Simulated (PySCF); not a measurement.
ClF3Sn, SMILES [F][Sn]([F])([F])[Cl], singlet at its PBE0/def2-SVP optimised geometry (Å):

```
5

F     -1.4931     0.8884     0.0000
Sn    -0.8005    -0.8884     0.0000
F     -1.5005    -1.7711    -1.5390
F     -1.4963    -1.7781     1.5369
Cl     1.4931    -0.8884     0.0000
```

Calculation: PBE0/def2-TZVP, def2 effective core potentials past Kr run with PySCF. The core electrons that the potentials of Sn replace are not part of the density. Cells within 0.4 Å of a nucleus heavier than hydrogen are left out (blank, or x).

Map of the electron localisation function on the plane z = 1.5 Å:

```
|00000000000000000000000000000|
|00000000000000000000000000000|
|00000000000000000000000000000|
|00000000000000000000000000000|
|00000000000000000000000000000|
|00000000000000000000000000000|
|00000000000000000000000000000|
|00000000000000000000000000000|
|00000001110000000000000000000|
|00000011111000000000000000000|
|00000011111000000000000000000|
|00000011110000000000000000000|
|00000000000000000011221100000|
|00000000000000000123332210000|
|00000000000000001234554310000|
|00000000000000001345665421000|
|00000011111100001356766531000|
|00001245543110001356776531000|
|00013578876410001356776531000|
|00135799998631000256776531000|
|0013689xxx9841000245665421000|
|0014699xxx9852000134554310000|
|0013689xxx9852000013333210000|
|00135799999751000011221100000|
|00024688998631000000100000000|
|00012456766420000000000000000|
|00001234443210000000000000000|
|00000011111100000000000000000|
|00000000000000000000000000000|
```
Scale: ten equal steps from 0.000 (start of '0') to 0.875 (end of '9'), in the order '0123456789'; x runs from -3.50 to 3.50, y from -3.50 (bottom) to 3.50 (top).
